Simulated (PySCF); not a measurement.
Symmetry of computed structures. Theory: PySCF 2.14.0, PBE0-D3(BJ)/def2-SVP geometry optimisation, gas phase. The symmetry is that of the one conformer found, every atom within 0.08 Å of its image; none is proved a minimum here. The geometries of the anions come from a basis without diffuse functions.

Question: What symmetry has `[CH3:1][B-:2]([CH3:3])([CH3:4])[PH2+:5][F:6]`?

Answer: Cs; near-prolate asymmetric top; symmetry number 1; 2 operations, which sort the 17 atoms into 11 sets; dipole 2.46 D, in the ab plane, which is the mirror; A, B, C = 3423, 1763, 1691 MHz; heavy atoms equivalent by symmetry: C1/C4.

Question: Point group, rotor type and polarity of `[SiH3:1][O:2][C:3]1=[CH:4][CH:5]=[CH:6][C:7]12[CH2:8][CH2:9]2` with Si1–O2–C3–C4 1°, H–Si1–O2–C3 60° (nearest H)?

Answer: Cs; asymmetric top; symmetry number 1; 2 operations, which sort the 19 atoms into 15 sets; dipole 0.80 D, in the ab plane, which is the mirror.

Question: Point group, rotor type and polarity of `[F:1][c:2]1[cH:3][cH+:4]1` (charge +1)?

Answer: C2v; asymmetric top; symmetry number 2; 4 operations, which sort the 6 atoms into 4 sets; dipole about the centre of mass 3.94 D, along a, the twofold axis; heavy atoms equivalent by symmetry: C3/C4.

Question: What symmetry has `[F:1][C:2]([F:3])([F:4])[CH2:5][S-:6]` (charge -1)?

Answer: Cs; near-prolate asymmetric top; symmetry number 1; 2 operations, which sort the 8 atoms into 6 sets; dipole about the centre of mass 6.16 D, in the ab plane, which is the mirror; heavy atoms equivalent by symmetry: F1/F3.

Question: What symmetry has `[CH3:1][C:2](=[S:3])[C@@:4]12[C@@H:5]3[C@H:6]4[C@@H:7]3[C@@H:8]1[C@@H:9]24` with C1–C2–C4–C5 0°, H–C1–C2–S3 0° (nearest H)?

Answer: Cs; asymmetric top; symmetry number 1; 2 operations, which sort the 17 atoms into 12 sets; dipole 3.58 D, in the ab plane, which is the mirror; A, B, C = 3124, 1113, 932.6 MHz; heavy atoms equivalent by symmetry: C6/C7, C8/C9.
